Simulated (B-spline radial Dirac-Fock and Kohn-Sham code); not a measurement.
Subshell photoionisation cross sections of F against photon energy

System: atomic fluorine in the configuration [He] 2s2 2p5.

Calculated with a B-spline atomic structure program, using a relativistic central-field model (Hartree-Slater potential of the initial state, Latter tail, multipole expansion of the photon field, Dirac-Fock thresholds). Values are in kb; a dash marks an energy below the computed threshold. Values for outer subshells far above threshold carry numerical ripple of a few per cent.

| hν (eV) | 1s | 2s | 2p1/2 | 2p3/2 |
| --- | --- | --- | --- | --- |
| 21.22 | – | – | 2360 | 4770 |
| 60 | – | 753 | 2090 | 4170 |
| 80 | – | 741 | 1320 | 2630 |
| 100 | – | 638 | 815 | 1620 |
| 150 | – | 385 | 285 | 566 |
| 200 | – | 238 | 128 | 254 |
| 300 | – | 111 | 40.3 | 79.9 |
| 400 | – | 62.8 | 17.5 | 34.8 |
| 600 | – | 26.8 | 4.88 | 9.67 |
| 800 | 310 | 13.6 | 1.82 | 3.61 |
| 1000 | 175 | 7.81 | 0.870 | 1.72 |
| 1253.6 | 97.9 | 4.49 | 0.414 | 0.817 |
| 1486.9 | 62.1 | 2.93 | 0.224 | 0.442 |
| 2000 | 27.6 | 1.32 | 0.0759 | 0.150 |
| 2984.4 | 8.85 | 0.448 | 0.0174 | 0.0342 |
| 4000 | 3.76 | 0.195 | 0.00589 | 0.0116 |
| 5414.7 | 1.53 | 0.0807 | 0.00179 | 0.00350 |
| 6000 | 1.12 | 0.0598 | 0.00121 | 0.00237 |
| 8047.8 | 0.457 | 0.0248 | 0.000374 | 0.000729 |
| 9251.7 | 0.297 | 0.0163 | 0.000212 | 0.000413 |
| 12000 | 0.132 | 0.00730 | 7.49e-05 | 0.000145 |
| 15000 | 0.0654 | 0.00364 | 3.04e-05 | 5.86e-05 |
| 17479.3 | 0.0402 | 0.00225 | 1.63e-05 | 3.14e-05 |
| 22162.9 | 0.0188 | 0.00106 | 6.20e-06 | 1.19e-05 |
| 30000 | 0.00709 | 0.000402 | 1.79e-06 | 3.40e-06 |
| 40000 | 0.00278 | 0.000158 | 5.53e-07 | 1.04e-06 |
| 59318.2 | 0.000763 | 4.37e-05 | 1.11e-07 | 2.05e-07 |
| 80000 | 0.000286 | 1.64e-05 | 3.34e-08 | 6.04e-08 |
| 100000 | 0.000137 | 7.89e-06 | 1.38e-08 | 2.46e-08 |
| 150000 | 3.65e-05 | 2.10e-06 | 2.86e-09 | 4.97e-09 |
| 200000 | 1.45e-05 | 8.34e-07 | 9.79e-10 | 1.67e-09 |

At 200000 eV the multipoles beyond E1 give 46.7 % of 1s, 46.7 % of 2s, 60.8 % of 2p1/2, 56.2 % of 2p3/2.
